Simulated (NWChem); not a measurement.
System: C$_{3}$H$_{5}$Br; SMILES C=C(C)Br

NWChem input:

```
start job
memory heap 200 mb stack 900 mb global 1100 mb
geometry units angstroms noautoz
  C      1.309892    -1.528559     0.000000
  C      0.113003    -0.943809     0.000000
  C     -1.211093    -1.628176     0.000000
  Br     0.000407     0.956740     0.000000
  H      2.239049    -0.956894     0.000000
  H      1.373598    -2.620470     0.000000
  H     -1.800039    -1.343433     0.885922
  H     -1.076627    -2.719620     0.000000
  H     -1.800039    -1.343433    -0.885922
end
basis spherical
  * library pcseg-1
end
dft
  xc b3lyp
  iterations 150
  mulliken
end
task dft energy
```

The geometry was optimised at PBE0/def2-SVP.

Q: Predict the main results of this run. (B3LYP/pcseg-1.) Quantities: basis functions; energy (Ha); highest occupied level (eV); orbital gap (eV); dipole (D).

A: 
* **number of basis functions**: 94
* **energy (Ha)**: -2691.18
* **highest occupied level (eV)**: -6.95
* **orbital gap (eV)**: 6.68
* **dipole (D)**: 1.58
